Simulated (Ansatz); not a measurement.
`[SiH3]C[SiH2]Cl` and `NBC[SiH2]Cl` differ in one atom or group.

Ansatz, PBE0-D4/def2-TZVP geometries, multiplicity 1. Each molecule was computed in one conformer, which needn't be the lowest.

```csv
property,`[SiH3]C[SiH2]Cl`
HOMO energy (ωB97M-V/def2-TZVPP) / eV,-10.88
HOMO–LUMO gap (B3LYP/def2-TZVPP) / eV,8.22
LUMO energy (ωB97M-V/def2-TZVPP) / eV,1.76
size of the dipole moment (B3LYP/def2-TZVPP) / D,1.30
HOMO energy (B3LYP/def2-TZVPP) / eV,-8.44
size of the dipole moment (PBE/def2-TZVPP) / D,1.25
```

(1) What does the change do to each property? (Estimate.)

## Answers

(1) Computed: 
```
                                        property  `NBC[SiH2]Cl`  shift
           HOMO energy (ωB97M-V/def2-TZVPP) / eV         -10.51   0.37
           HOMO–LUMO gap (B3LYP/def2-TZVPP) / eV           7.98  -0.24
           LUMO energy (ωB97M-V/def2-TZVPP) / eV           2.04   0.28
size of the dipole moment (B3LYP/def2-TZVPP) / D           1.66   0.36
             HOMO energy (B3LYP/def2-TZVPP) / eV          -8.00   0.44
  size of the dipole moment (PBE/def2-TZVPP) / D           1.70   0.45
```

With PBE0 the HOMO rises by 0.44 eV and the LUMO rises by 0.22 eV, so the gap narrows by about 0.22 eV. PBE moves the HOMO by 0.46 eV and ωB97M-V by 0.37 eV. Dipoles are sizes alone; their direction can turn.

Positive LUMOs are unbound, so they and the gaps depend on the basis.

B3LYP here is the variant with VWN-RPA as its local correlation; programs differ in this.
